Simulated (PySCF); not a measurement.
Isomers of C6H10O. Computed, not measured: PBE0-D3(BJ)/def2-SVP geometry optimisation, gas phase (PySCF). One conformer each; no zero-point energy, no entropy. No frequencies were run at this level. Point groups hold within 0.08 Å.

Problem. Rank from lowest to highest electronic energy at this level (kcal/mol).
A. `[CH3:1][CH:2]=[C:3]=[C:4]([CH3:5])[O:6][CH3:7]` with C3–C4–O6–C7 134°
B. `[O:1]=[CH:2][CH:3]1[CH2:4][CH2:5][CH2:6][CH2:7]1` with O1–C2–C3–C4 7°, C2–C3–C4–C5 109°, C3–C4–C5–C6 34°, C4–C5–C6–C7 -42°, C5–C6–C7–C3 34°

Solution. B (0.0), A (51.1).

As drawn, the lower has a C=O bond, which the higher lacks; the higher has cumulated double bonds and a C=C bond outside aromatic rings, which the lower lacks.

| SMILES | E (Eh) | E rel (kcal/mol) | dipole (D) | point group | A, B, C (MHz) |
| --- | --- | --- | --- | --- | --- |
| O=CC1CCCC1 | -309.30189 | 0.0 | 2.63 | C1 | 5053, 2019, 1685 |
| CC=C=C(C)OC | -309.22047 | 51.1 | 1.25 | C1 | 5641, 1297, 1144 |
